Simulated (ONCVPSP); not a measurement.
# What one change does to a pseudopotential (C, ONCV)

* Element: C (Z = 6)
* Generator: ONCVPSP 4.0.1
* Type: optimised norm-conserving Vanderbilt (ONCV)
* Functional: LDA (Perdew-Zunger)
* Relativity: scalar-relativistic
* Frozen core: [He]
* Valence charge: 4
* Reference configuration: 2s2 (charge +2)
* Partial waves: 2s: rc 1.05 bohr, ncon 4, nbas 8, qcut 5.2 1/bohr, 2 projectors, debl 1.3 Ha; p scattering state at 0.03 Ha: rc 0.90 bohr, ncon 4, nbas 8, qcut 8.9 1/bohr, 2 projectors, debl 0.8 Ha; d scattering state at 0.47 Ha: rc 0.80 bohr, ncon 3, nbas 7, qcut 10 1/bohr, 2 projectors, debl 0.5 Ha
* Local potential: polynomial inside 0.55 bohr (lpopt 5, dvloc0 1 Ha)
* Core correction: none

In the s channel the program set the typed energies aside and used -1.476, 0.250 Ha. In the p channel the program set the typed energies aside and used 0.050, 0.850 Ha.

Change: s: nproj 1. In the p channel the program set the typed energies aside and used 0.050, 0.850 Ha.

Cutoffs: the cutoffs (Ha) at which the residual kinetic energy of the hardest occupied pseudo-wave falls to 1 and 0.1 mHa per electron; they do not see the model core or the augmentation charge, which bear on the density cutoff. Errors are all-electron minus pseudo energies relative to the spin-unpolarised reference configuration.

**Question.** Predict the effect on cutoff, ghosts and configuration errors.

**Answer.** The potential gets neither clearly harder nor softer (64 Ha and 146 Ha → 64 Ha and 146 Ha); the errors of the 4 common tests hardly move; the range in which the s phases agree narrows (upper end at the end of the scan → 1.8); neither file shows a bound ghost.

```csv
quantity,base,changed
"cutoff, loose",64 Ha,64 Ha
"cutoff, tight",146 Ha,146 Ha
bound ghosts,none,none
GHOST(+) flags under 300 eV,none,none
"error for 2s2 2p2, meV [ΔE -35.25 eV]",+116,+129
"error for 2s2 2p1, meV [ΔE -24.26 eV]",+60,+66
"error for 2s1, meV [ΔE 47.97 eV]",+83,+88
"error for 2s1 2p2, meV [ΔE -15.76 eV]",+116,+119
s: phases at 1.06 bohr within 0.05 rad from the reference energy up to (Ha; the scan ends near 5),to the end of the scan,1.8
p: phases at 0.91 bohr within 0.05 rad from the reference energy up to (Ha; the scan ends near 5),to the end of the scan,to the end of the scan
d: phases at 0.81 bohr within 0.05 rad from the reference energy up to (Ha; the scan ends near 5),to the end of the scan,to the end of the scan
```
